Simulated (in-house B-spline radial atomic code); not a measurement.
A run on Al- that did not converge. Method: non-relativistic HSE06, spin-polarised, spherical fractional occupations, exact exchange averaged over the configuration, point nucleus; computed with an all-electron radial atomic-structure program (B-spline basis).

Command:
```bash
python run_scf.py task.json out
```
Settings:
```
Z                13
configuration    [Ne] 3s2 3p2
hamiltonian      nr
method           hse06
spin_polarised   True
exact_exchange   averaged over the configuration
```

First and last ten iterations of the last attempt (damped for 15 steps, keeping 80 % of the old Fock matrix, then DIIS):
```
 iter        energy (Eh)    residual
    1        -241.859790    2.06e-01
    2        -242.106416    6.79e-02
    3        -242.203683    4.52e-02
    4        -242.250713    3.00e-02
    5        -242.272859    1.99e-02
    6        -242.094713    1.92e-02
    7        -242.268917    1.17e-02
    8        -242.279818    7.59e-03
    9        -242.285257    4.67e-03
   10        -242.287910    2.68e-03
  111        -242.065210    2.18e-02
  112        -242.063670    2.23e-02
  113        -242.061272    2.27e-02
  114        -242.063011    2.25e-02
  115        -242.062058    2.24e-02
  116        -242.063308    2.19e-02
  117        -242.060862    2.23e-02
  118        -242.060762    2.23e-02
  119        -242.267918    1.23e-02
  120        -242.263474    1.38e-02
 not converged after 120 iterations
```

The smallest residual met was 7.6e-04; the threshold is about 1e-07. No energy from this run should be used. Time taken, with all properties: 3.6 s on 1 thread of Arm Neoverse V2, with other jobs on the host.
